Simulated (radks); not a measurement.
Results of a calculation; reference values are marked as such.
Q: The mean radii <r> (bohr) of the occupied orbitals of an atom or ion are listed with their occupations. Code: a radial shooting solver on a logarithmic mesh with Libxc functionals. Model: non-relativistic Kohn-Sham, revTPSS, spin-polarised, spherical densities, point nucleus; meta-GGA in the generalised Kohn-Sham scheme.

| orbital | occ. | <r> |
|---|---|---|
| 1s down | 1 | 0.06698 |
| 1s up | 1 | 0.06698 |
| 2s up | 1 | 0.3106 |
| 2s down | 1 | 0.3102 |
| 2p up | 3 | 0.2754 |
| 2p down | 3 | 0.2750 |
| 3s up | 1 | 0.9566 |
| 3s down | 1 | 0.9575 |
| 3p up | 3 | 1.018 |
| 3p down | 3 | 1.022 |
| 3d up | 3 | 1.293 |

Name the element and its charge. Open shells, if any, are filled with parallel spins first.

A: Z = 23, vanadium, charge +2: V2+ in [Ar] 3d3. The 1s radius gives Z: for a bare nucleus <r> = 1.5/Z, 0.06522 bohr for Z = 23, and screening makes it slightly larger (0.06698 here). The occupations add up to 21, and the charge is Z minus that.
